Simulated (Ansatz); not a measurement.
CH₃FN₂Si, SMILES `N[SiH]1N=C1F` from Hartree–Fock to CCSD(T)

```xyz
8

N     1.4439    0.2546    0.2844
Si   -0.2290    0.4174    0.2054
N    -1.1294    0.0748   -1.2835
C    -1.3484   -0.8064   -0.3934
F    -2.0949   -1.8890   -0.5284
H     1.9683   -0.4405   -0.2186
H     2.0165    0.8627    0.8437
H    -0.6270    1.5264    1.0903
```

The species carries charge 0 and has multiplicity 1. All single points use the PBE0-D4/def2-TZVP geometry. It is one conformer, not always the lowest. Frozen core, restricted reference, the Gaussian-basis code of Ansatz. CBS rows extrapolate triple and quadruple zeta; past MP2 they add the triple-zeta difference.

```json
{"basis": "def2-SVP", "HF (Eh)": "-536.56956", "MP2 corr.": "?", "CCSD corr.": "-0.75311", "(T)": "?", "CCSD(T) total": "?"}
{"basis": "def2-TZVPP", "HF (Eh)": "-536.98751", "MP2 corr.": "?", "CCSD corr.": "-0.93481", "(T)": "-0.04027", "CCSD(T) total": "?"}
{"basis": "def2-QZVPP", "HF (Eh)": "-537.00832", "MP2 corr.": "?", "CCSD corr.": "–", "(T)": "–", "CCSD(T) total": "–"}
{"basis": "CBS(def2)", "HF (Eh)": "-537.01119", "MP2 corr.": "-1.04282", "CCSD corr.": "-1.06009", "(T)": "as TZ", "CCSD(T) total": "-538.11155"}
```

**Question.** Fill in the withheld values. (An estimate is asked.)

**Answer.** The calculation gave: def2-SVP MP2 corr.: -0.72642; def2-SVP (T): -0.02421; def2-SVP CCSD(T) total: -537.34688; def2-TZVPP MP2 corr.: -0.91753; def2-TZVPP CCSD(T) total: -537.96259; def2-QZVPP MP2 corr.: -0.98951.
